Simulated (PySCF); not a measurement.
A structure optimised at PBE-D3(BJ)/def2-TZVP, used in a PySCF frequency run:

```
Si
O 1 1.5853
H 2 0.9777 1 127.33
H 1 1.4764 2 113.04 3 180.00
H 1 1.4829 4 125.89 2 180.00
```
Charge +1, spin multiplicity 1.

**Question.** Write its SMILES, formula and point group.

**Answer.** [OH+]=[SiH2], H₃OSi, Cs

**Question.** What are its rotational constants (standard atomic weights)?

**Answer.** 125.13, 16.101, 14.265 GHz
